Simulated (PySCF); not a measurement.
How exact exchange moves a shielding

Molecule: SMILES O[SiH2]SC=C, C2H6OSSi.

Geometry:
| atom | x (Å) | y (Å) | z (Å) |
| --- | --- | --- | --- |
| C1 | -1.933 | -0.097 | 0.327 |
| C2 | -1.408 | 0.264 | -0.848 |
| S3 | 0.190 | 0.948 | -1.152 |
| Si4 | 1.351 | 0.018 | 0.413 |
| O5 | 2.945 | 0.121 | -0.029 |
| H6 | -1.408 | 0.024 | 1.279 |
| H7 | -2.936 | -0.528 | 0.367 |
| H8 | -1.991 | 0.156 | -1.768 |
| H9 | 1.261 | 0.729 | 1.715 |
| H10 | 0.842 | -1.380 | 0.544 |
| H11 | 3.185 | -0.277 | -0.872 |

GIAO shieldings (ppm, equivalent atoms averaged) in PySCF 2.14 on the PBE0-D3(BJ)/def2-SVP geometry, basis pcSseg-2, gas phase, non-relativistic:

| functional | exact exchange (%) | σ(S3) | σ(Si4) | σ(O5) |
| --- | --- | --- | --- | --- |
| BLYP | 0 | 489.9 | 322.8 | 275.7 |
| BP86 | 0 | 510.6 | 331.1 | 279.5 |
| PBE | 0 | 513.7 | 331.8 | 279.4 |
| PBE0 | 25 | 549.4 | 349.7 | 288.6 |
| mPW1PW91 | 25 | 546.5 | 349.1 | 288.3 |
| BHandHLYP | 50 | 558.6 | 359.0 | 292.4 |
| HF | 100 | 621.2 | 400.5 | 303.4 |

**Question.** Fit each shielding as a line in the percentage of exact exchange.

**Answer.** σ(S3) = 508.8 + 1.14 x (rms 9.8 ppm); σ(Si4) = 329.1 + 0.70 x (rms 3.7 ppm); σ(O5) = 279.5 + 0.25 x (rms 2.1 ppm). The functionals also differ in their semilocal parts, which the line can't hold; Hartree–Fock has no correlation at all.

**Question.** What does the line predict for B3LYP (20 %), and what does the run give?

**Answer.** σ(S3): 531.6 predicted, 519.7 computed; σ(Si4): 343.1 predicted, 337.0 computed; σ(O5): 284.5 predicted, 283.6 computed ppm.
